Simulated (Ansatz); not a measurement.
Two isomers of C2H4OSSe: A = `O=C(S)C[SeH]`, B = `[SeH]C1OCS1`.

Gas-phase electronic energies from Ansatz, PBE0-D4/def2-TZVP geometries. CCSD(T)/CBS adds triple-zeta CCSD(T) − MP2 to the extrapolated MP2 energy (def2 sets, frozen cores). Functionals use def2-TZVPP. B3LYP here is the variant with VWN-RPA as its local correlation; programs differ in this. For Se outer-core shells are correlated without core-valence functions, which leaves a few kJ/mol of doubt a bond. Scalar relativity is left out up to krypton. One conformer a species, not always the lowest.

**Question.** Which is lower in electronic energy at CCSD(T)/CBS, and by how much? (Best estimate.)

**Answer.** The calculation gave: A, by 28.9 kcal/mol.

**Question.** Give E(B) − E(A) in kcal/mol with PBE-D4, MP2/def2-TZVPP, r2SCAN-D4, B3LYP, CCSD/def2-TZVPP, B3LYP-D4, PBE0-D4. (Estimate.)

**Answer.** Computed: PBE-D4 29.9, MP2/def2-TZVPP 29.6, r2SCAN-D4 31.7, B3LYP 32.0, CCSD/def2-TZVPP 29.3, B3LYP-D4 32.1, PBE0-D4 28.1. None reverses the order clearly.

Largest T1 diagnostic: 0.013.

From PBE to PBE0 (25 % exact exchange), in def2-TZVPP and without D4, E(B) − E(A) moves by −1.9 kcal/mol. In def2-TZVPP, CCSD(T) changes the Hartree–Fock value by −2.7 kcal/mol (the triples alone add +0.3 kcal/mol) and MP2 by −2.6 kcal/mol.
